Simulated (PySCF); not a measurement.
PySCF job for diboron tetrafluoride (B2F4), SMILES B(F)(B(F)F)F, TDA-PBE/def2-SVPD. Geometry: PBE0-D3(BJ)/def2-SVP. Other conformers were not sampled.

```python
import numpy as np
from pyscf import gto, scf, dft, tdscf

mol = gto.M(
    atom='''
    F     1.55273885    0.79713225    0.78935857
    B     0.86093421   -0.00000000   -0.00000000
    F     1.55273885   -0.79713225   -0.78935857
    B    -0.86093421    0.00000000    0.00000000
    F    -1.55273886    0.79713229   -0.78935854
    F    -1.55273884   -0.79713229    0.78935854
    ''',
    basis='def2-SVPD',
    charge=0,
    spin=0,
    symmetry=True,
    max_memory=1600,
    verbose=4,
)
mf = dft.RKS(mol, xc='pbe').density_fit(auxbasis='def2-universal-jkfit')
mf.grids.level = 3
mf.conv_tol = 1e-9
mf.max_cycle = 100
mf.kernel()
mf.grids = dft.Grids(mol).set(level=1).build(with_non0tab=True)  # coarser grid for the response kernel
td = tdscf.TDA(mf)
td.singlet = True
td.nstates = 10
td.conv_tol = 1e-4
td.positive_eig_threshold = 1e-6
td.kernel(x0=td.get_init_guess(mf, 15))
td.analyze()
tt = tdscf.TDA(mf)
tt.singlet = False
tt.nstates = 4
tt.conv_tol = 1e-4
tt.positive_eig_threshold = 1e-6
tt.kernel(x0=tt.get_init_guess(mf, 9))
tt.analyze(verbose=3)
```

Program output:

```
PySCF version 2.14.0

[INPUT] verbose = 4
[INPUT] num. atoms = 6
[INPUT] num. electrons = 46
[INPUT] charge = 0
[INPUT] spin (= nelec alpha-beta = 2S) = 0
[INPUT] symmetry True subgroup None
[INPUT] Mole.unit = angstrom
[INPUT] Symbol           X                Y                Z      unit          X                Y                Z       unit  Magmom
[INPUT]  1 F      1.552738850000   0.797132250000   0.789358570000 AA    2.934251169472   1.506361637558   1.491671511378 Bohr   0.0
[INPUT]  2 B      0.860934210000   0.000000000000   0.000000000000 AA    1.626929868169   0.000000000000   0.000000000000 Bohr   0.0
[INPUT]  3 F      1.552738850000  -0.797132250000  -0.789358570000 AA    2.934251169472  -1.506361637558  -1.491671511378 Bohr   0.0
[INPUT]  4 B     -0.860934210000   0.000000000000   0.000000000000 AA   -1.626929868169   0.000000000000   0.000000000000 Bohr   0.0
[INPUT]  5 F     -1.552738860000   0.797132290000  -0.789358540000 AA   -2.934251188369   1.506361713147  -1.491671454687 Bohr   0.0
[INPUT]  6 F     -1.552738840000  -0.797132290000   0.789358540000 AA   -2.934251150575  -1.506361713147   1.491671454687 Bohr   0.0

nuclear repulsion = 203.114670130948
point group symmetry = D2
symmetry origin: [0. 0. 0.]
symmetry axis x: [-2.01146849e-09 -1.00000000e+00  3.10565929e-07]
symmetry axis y: [ 1.00000000e+00 -2.01146788e-09  1.97953087e-09]
symmetry axis z: [-1.97953025e-09  3.10565929e-07  1.00000000e+00]
num. orbitals of irrep A = 35
num. orbitals of irrep B1 = 31
num. orbitals of irrep B2 = 35
num. orbitals of irrep B3 = 31
number of shells = 52
number of NR pGTOs = 192
number of NR cGTOs = 132
basis = def2-SVPD
ecp = {}


[settings echo left out]
init E= -449.062559599031
HOMO (A) = -0.353191819253068  LUMO (B1) = -0.0915103587272763  gap/eV = 7.12072
cycle= 1 E= -448.437064331007  delta_E= 0.625  |g|= 0.752  |ddm|= 3.47
HOMO (A) = -0.267561722306262  LUMO (B1) = -0.0662363064073084  gap/eV = 5.47834
cycle= 2 E= -448.107676201268  delta_E= 0.329  |g|= 1.61  |ddm|= 1.82
HOMO (A) = -0.302309181218181  LUMO (B1) = -0.0679940696698846  gap/eV = 6.37604
cycle= 3 E= -448.529880461695  delta_E= -0.422  |g|= 0.0391  |ddm|= 1.15
HOMO (A) = -0.314709859683405  LUMO (B1) = -0.0781098679238794  gap/eV = 6.43821
cycle= 4 E= -448.530300631497  delta_E= -0.00042  |g|= 0.0148  |ddm|= 0.0879
HOMO (A) = -0.311900435873519  LUMO (B1) = -0.0756361829358405  gap/eV = 6.42908
cycle= 5 E= -448.530353218572  delta_E= -5.26e-05  |g|= 0.00245  |ddm|= 0.0219
HOMO (A) = -0.311939379346744  LUMO (B1) = -0.0757023581233605  gap/eV = 6.42834
cycle= 6 E= -448.530354165496  delta_E= -9.47e-07  |g|= 0.000369  |ddm|= 0.00204
HOMO (A) = -0.311952916504528  LUMO (B1) = -0.0757119526070542  gap/eV = 6.42844
cycle= 7 E= -448.530354187884  delta_E= -2.24e-08  |g|= 3.14e-05  |ddm|= 0.000359
HOMO (A) = -0.311956971326539  LUMO (B1) = -0.0757147387353294  gap/eV = 6.42848
cycle= 8 E= -448.530354188042  delta_E= -1.58e-10  |g|= 2.16e-06  |ddm|= 4.43e-05
HOMO (A) = -0.311956511150891  LUMO (B1) = -0.0757142870501344  gap/eV = 6.42848
Extra cycle  E= -448.53035418804  delta_E= 1.93e-12  |g|= 2.96e-06  |ddm|= 6.16e-06
converged SCF energy = -448.53035418804
tot grids = 31560
Overwritten attributes  positive_eig_threshold  of <class 'pyscf.tdscf.rks.TDA'>


******** <class 'pyscf.tdscf.rks.TDA'> for <class 'pyscf.df.df_jk.DFSymAdaptedRKS'> ********
nstates = 10 singlet
deg_eia_thresh = 1.000e-03
wfnsym = None
conv_tol = 0.0001
eigh lindep = 1e-12
eigh level_shift = 0
eigh max_cycle = 100


Excitation energies (eV)
[7.05413333 7.08201263 8.43575723 8.54128079 8.56227224 8.57599544
 8.66514428 8.95653662 9.05090332 9.05269878]

** Singlet excitation energies and oscillator strengths **
Excited State   1:   B1      7.05413 eV    175.76 nm  f=0.0477
      23 -> 24       -0.69514
Excited State   2:   B3      7.08201 eV    175.07 nm  f=0.0476
      23 -> 25       -0.69504
Excited State   3:    A      8.43576 eV    146.97 nm  f=0.0000
      21 -> 25        0.10044
      22 -> 24        0.13453
      23 -> 26        0.68421
Excited State   4:    A      8.54128 eV    145.16 nm  f=0.0000
      22 -> 24        0.68935
      23 -> 26       -0.11962
Excited State   5:   B2      8.56227 eV    144.80 nm  f=0.0006
      21 -> 24        0.56438
      22 -> 25       -0.42500
Excited State   6:    A      8.57600 eV    144.57 nm  f=0.0000
      21 -> 25       -0.69252
      23 -> 26        0.11183
Excited State   7:   B2      8.66514 eV    143.08 nm  f=0.0175
      21 -> 24        0.39774
      22 -> 25        0.54140
      23 -> 27        0.18893
Excited State   8:   B2      8.95654 eV    138.43 nm  f=0.1950
      21 -> 24        0.12447
      22 -> 25        0.13523
      23 -> 27       -0.67859
Excited State   9:   B3      9.05090 eV    136.99 nm  f=0.0029
      19 -> 25        0.47932
      20 -> 24        0.51829
Excited State  10:   B1      9.05270 eV    136.96 nm  f=0.0021
      19 -> 24       -0.49261
      20 -> 25       -0.50634

** Transition electric dipole moments (AU) **
state          X           Y           Z        Dip. S.      Osc.
  1        -0.0000     -0.0000      0.5252      0.2758      0.0477
  2         0.0000      0.5235      0.0000      0.2741      0.0476
  3        -0.0000     -0.0000      0.0000      0.0000      0.0000
  4        -0.0000     -0.0000     -0.0000      0.0000      0.0000
  5        -0.0514      0.0000      0.0000      0.0026      0.0006
  6        -0.0000     -0.0000     -0.0000      0.0000      0.0000
  7        -0.2874      0.0000     -0.0000      0.0826      0.0175
  8        -0.9428     -0.0000      0.0000      0.8888      0.1950
  9         0.0000     -0.1148     -0.0000      0.0132      0.0029
 10        -0.0000      0.0000     -0.0978      0.0096      0.0021

** Transition velocity dipole moments (imaginary part, AU) **
state          X           Y           Z        Dip. S.      Osc.
  1         0.0000      0.0000      0.0002      0.0000      0.0000
  2        -0.0000      0.0011     -0.0000      0.0000      0.0000
  3        -0.0000      0.0000     -0.0000      0.0000      0.0000
  4         0.0000      0.0000     -0.0000      0.0000      0.0000
  5        -0.0084      0.0000      0.0000      0.0001      0.0001
  6         0.0000     -0.0000      0.0000      0.0000      0.0000
  7        -0.0399     -0.0000      0.0000      0.0016      0.0033
  8        -0.2837      0.0000     -0.0000      0.0805      0.1631
  9        -0.0000     -0.0354      0.0000      0.0013      0.0025
 10         0.0000     -0.0000     -0.0342      0.0012      0.0023

** Transition magnetic dipole moments (imaginary part, AU) **
state          X           Y           Z
  1        -0.0000      0.0000     -0.5276
  2         0.0000      0.5354      0.0000
  3        -0.0000      0.0000      0.0000
  4         0.0000      0.0000     -0.0000
  5         0.4104     -0.0000      0.0000
  6        -0.0000      0.0000     -0.0000
  7        -0.0593      0.0000     -0.0000
  8        -0.0038     -0.0000     -0.0000
  9         0.0000      0.0044     -0.0000
 10         0.0000      0.0000     -0.0138


******** <class 'pyscf.tdscf.rks.TDA'> for <class 'pyscf.df.df_jk.DFSymAdaptedRKS'> ********
nstates = 4 triplet
deg_eia_thresh = 1.000e-03
wfnsym = None
conv_tol = 0.0001
eigh lindep = 1e-12
eigh level_shift = 0
eigh max_cycle = 100


Excitation energies (eV)
[5.83928686 5.87303152 8.14016542 8.30876657]

** Triplet excitation energies and oscillator strengths **
Excited State   1:   B1      5.83929 eV    212.33 nm  f=0.0000
Excited State   2:   B3      5.87303 eV    211.11 nm  f=0.0000
Excited State   3:    A      8.14017 eV    152.31 nm  f=0.0000
Excited State   4:   B2      8.30877 eV    149.22 nm  f=0.0000
```

The calculation finished and met its thresholds.

Cost: around 17 core-seconds (rough).
